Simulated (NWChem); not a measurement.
## Lowest excitation of MgO

SMILES: [O]=[Mg]
```xyz
2

Mg     0.0000     0.0000     0.6990
O      0.0000     0.0000    -1.0486
```
Charge 0, spin multiplicity 1.

Everything below was run with NWChem. Structure: optimised with PBE0/def2-SVP, a minimum by its harmonic frequencies.

Basis set: aug-cc-pVDZ.

| method | lowest vertical singlet excitation energy (eV) | relative cost | remark | difference from EOM-CCSD |
|---|---|---|---|---|
| EOM-CCSD | 0.63 | 1 | large amplitudes | 0.00 |
| TDA-LDA (SVWN5) | 0.70 | under 3 | - | +0.06 |
| TD-PBE | 0.62 | under 3 | - | -0.02 |
| TD-B3LYP | 0.54 | under 3 | - | -0.10 |
| CIS | 0.72 | 4 | - | +0.09 |

The values span 0.19 eV, from TD-B3LYP (lowest) to CIS (highest). Relative cost: rough, from shared machines, SCF included, EOM-CCSD = 1.

The correlated methods keep 6 core orbitals frozen. B3LYP has NWChem's definition, with VWN1-RPA local correlation. The structure started from a generated list of species. Differences from the coupled-cluster row are differences between methods, not errors against experiment.
